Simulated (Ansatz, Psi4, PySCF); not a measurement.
Molecule: H$_{4}$BN$_{2}$O (charge 0, doublet). SMILES: NB(N)[O]
Geometry: optimised at B3LYP-D3(BJ)/def2-TZVP (Ansatz, a program for electronic structure).

Wanted: atomisation energy, in kcal/mol. Conventions: frozen cores in correlated levels; open shells spin-unrestricted; non-relativistic; no spin-orbit coupling; atomisation electronic, to ground-state atoms; six Cartesian d functions in 6-31G* and its kin unless marked 5d; 6-311+G** with 5d; LANL2DZ all-electron up to Ne; dispersion terms only where a functional's name holds one. Ab initio and DFT rows: single points at B3LYP-D3(BJ) geometries (Ansatz).

```csv
level,program,atomisation energy (kcal/mol)
HF/STO-3G,Ansatz,539.1
PBE/LANL2DZ,Ansatz,719.5
PBE/6-311+G**,Ansatz,747.0
BP86/def2-SVP,PySCF,761.0
B3LYP/3-21G,Ansatz,704.3
B3LYP/6-31G*,Ansatz,719.8
B3LYP/cc-pVDZ,Ansatz,715.3
B3LYP/6-311+G**,Ansatz,726.4
PBE0/6-31G*,Ansatz,717.7
M06-2X/6-31G* (5d),PySCF,718.1
wB97X-D/6-311+G**,Psi4,722.0
MP2/STO-3G,Ansatz,616.8
MP2/LANL2DZ,Ansatz,591.8
B3PW91/6-31G* (5d),PySCF,716.8
PBE/def2-TZVPD,Ansatz,750.9
B3LYP-D3(BJ)/def2-TZVPD,Ansatz + dftd3,735.4
wB97M-V/def2-TZVPD,Ansatz,732.1
```

No value to compare with is used here. The 14 habitual levels span 539.1 (HF/STO-3G) to 761.0 kcal/mol (BP86/def2-SVP); wB97M-V/def2-TZVPD gives 732.1.

The levels are drawn from those run, B3LYP/6-31G* more often than the rest, none by its result; left out are runs that failed, that the program found above a lower state of the same kind, or whose <S^2> lies over 0.5 above the pure value.
